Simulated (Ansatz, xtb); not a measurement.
**CH2F3Te+: where a starting geometry ends**

The starting geometry of this gas-phase singlet has its atoms placed at random.

| atom | x (Å) | y (Å) | z (Å) |
| --- | --- | --- | --- |
| C | -0.2663 | -0.4207 | 0.6233 |
| F | 0.0767 | -2.1182 | 0.7496 |
| F | 1.4871 | 0.2199 | 0.4286 |
| F | 1.2706 | -1.3976 | 1.0328 |
| Te | -1.2761 | 0.7305 | -1.0798 |
| H | -1.8255 | -0.7207 | -0.6746 |
| H | -0.5066 | 0.4737 | 1.4021 |

Q: Guess where an optimisation with r2SCAN-D4/def2-SVP ends from this start.

A: It falls apart into CH2FTe + F2 (formulas without charges). Distances that change by over a tenth: C1–Te5 (2.29 → 2.01 Å). Contacts that close: C1–F3 (1.88 → 1.28 Å).

The energy falls by 8.47 eV over 14 steps:

```csv
step,E − E(last) (eV)
1,8.472
2,5.811
4,2.122
5,0.972
7,0.219
8,0.047
10,0.002
11,0.000
13,0.000
14,0.000
```

Final geometry (Å):

```xyz
7

C     0.0230    0.4297    0.4466
F    -0.0134   -2.5173    1.0738
F     1.1439    1.0298    0.5472
F     1.2724   -1.9801    0.9011
Te   -0.9492    0.3398   -1.3147
H    -2.1593   -0.5221   -0.5546
H    -0.3575   -0.0129    1.3824
```

From the same start GFN2-xTB reaches the same bonding as this run.

From so rough a start the end depends on the optimiser's path, so another program may land elsewhere. The end wasn't checked by frequencies. Atoms past krypton carry core potentials, without spin–orbit terms. Run with Ansatz 0.2.0, 57 s on 1 thread of Intel(R) Xeon(R) Platinum 8259CL CPU @ 2.50GHz (Skylake/Cascade Lake), on a shared host.
